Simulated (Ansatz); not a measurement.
`CCC(CC(C)c1ccc(OC(C)=O)cc1)c1ccc(OC(C)=O)cc1` with charge -1. Charge -1, multiplicity 2. Geometry r2SCAN-D4/def2-SVP; atoms count from 1.

Cartesian coordinates in Å:
```
C -0.7056 -2.4803 3.7977
C -0.0386 -2.3147 2.4380
C -0.1481 -0.8868 1.8621
C 0.6645 -0.8002 0.5509
C 0.9353 0.6112 -0.0120
C -0.2980 1.2659 -0.6535
C 2.1055 0.5688 -0.9754
C 2.0043 -0.0640 -2.2366
C 3.0865 -0.1187 -3.1056
C 4.3231 0.4616 -2.7529
O 5.2965 0.3566 -3.7150
C 6.6129 0.7281 -3.5852
C 7.3085 0.5649 -4.9072
O 7.1252 1.1882 -2.5713
C 4.4530 1.1015 -1.5011
C 3.3495 1.1387 -0.6468
C -1.5895 -0.4504 1.7446
C -2.0977 0.6313 2.4940
C -3.4220 1.0389 2.3851
C -4.3085 0.3629 1.5139
O -5.5863 0.8603 1.5023
C -6.6389 0.3969 0.7538
C -7.8823 1.1663 1.1004
O -6.5936 -0.5469 -0.0279
C -3.8262 -0.7231 0.7484
C -2.4932 -1.1065 0.8759
H -1.7833 -2.2609 3.7380
H -0.5835 -3.5050 4.1859
H -0.2706 -1.7869 4.5384
H -0.4859 -3.0231 1.7153
H 1.0307 -2.5889 2.5079
H 0.3407 -0.2069 2.5893
H 1.6449 -1.2761 0.7346
H 0.1746 -1.4154 -0.2288
H 1.2489 1.2435 0.8421
H -0.0245 2.2372 -1.0968
H -1.1098 1.4244 0.0704
H -0.7039 0.6324 -1.4599
H 1.0569 -0.5226 -2.5406
H 3.0052 -0.6081 -4.0810
H 7.2413 1.4943 -5.5088
H 6.8652 -0.2456 -5.5047
H 8.3768 0.3681 -4.7321
H 5.4049 1.5474 -1.2194
H 3.4596 1.6358 0.3250
H -1.4261 1.1693 3.1743
H -3.8075 1.8799 2.9689
H -7.6496 2.1521 1.5275
H -8.4958 0.6124 1.8401
H -8.5025 1.2820 0.1976
H -4.5033 -1.2415 0.0720
H -2.1394 -1.9479 0.2681
```

Single mean-field runs in def2-TZVP are fitted with def2-universal-jkfit. The highest occupied level of the relaxed charge -1 doublet lies above zero (up to 1.32 eV). Energy differences disagree on whether the electron is bound (positive means bound): -0.50 eV (each at its own geometry, against the charge 0 singlet, at PBE0-D4/def2-TZVP), but 0.12 eV at PBE-D4/def2-TZVP.

(1) Estimate the Mulliken populations of the heavy atoms from the PBE0/def2-TZVP orbitals of Ansatz.

(2) Where does the spin sit?

(3) And the Mayer bond orders between heavy atoms (over 0.3)?

Results:

(1) 
```csv
atom,charge (e),spin (α − β)
C1,-0.38,0.00
C2,-0.14,0.00
C3,-0.02,-0.01
C4,-0.24,0.01
C5,-0.02,-0.01
C6,-0.38,0.00
C7,0.24,0.10
C8,-0.22,0.00
C9,-0.24,0.02
C10,0.24,0.07
O11,-0.22,-0.03
C12,0.27,0.17
C13,-0.38,-0.02
O14,-0.42,0.07
C15,-0.23,0.03
C16,-0.23,-0.01
C17,0.07,0.13
C18,-0.13,-0.01
C19,-0.28,0.06
C20,0.26,0.10
O21,-0.22,-0.04
C22,0.27,0.19
C23,-0.38,-0.02
O24,-0.43,0.08
C25,-0.25,0.01
C26,-0.21,0.03
```
Mulliken values depend strongly on the basis.

(2) Summed by element: C 0.84, O 0.08, H 0.07, of 1 unpaired in all. Largest on single atoms: C22 0.19, C12 0.17, C17 0.13.

(3) C1–C2 1.01 (1.52 Å); C2–C3 0.99 (1.54 Å); C3–C4 1.00 (1.55 Å); C3–C17 0.90 (1.51 Å); C4–C5 1.02 (1.54 Å); C5–C6 1.03 (1.54 Å); C5–C7 0.88 (1.52 Å); C7–C8 1.26 (1.41 Å); C7–C16 1.31 (1.41 Å); C8–C9 1.49 (1.39 Å); C9–C10 1.32 (1.41 Å); C10–O11 1.00 (1.37 Å); C10–C15 1.37 (1.41 Å); O11–C12 1.07 (1.37 Å); C12–C13 1.02 (1.50 Å); C12–O14 1.89 (1.23 Å); C15–C16 1.41 (1.40 Å); C17–C18 1.28 (1.41 Å); C17–C26 1.23 (1.41 Å); C18–C19 1.47 (1.39 Å); C19–C20 1.28 (1.41 Å); C20–O21 1.01 (1.37 Å); C20–C25 1.35 (1.41 Å); O21–C22 1.07 (1.37 Å); C22–C23 1.02 (1.50 Å); C22–O24 1.87 (1.23 Å); C25–C26 1.44 (1.39 Å).
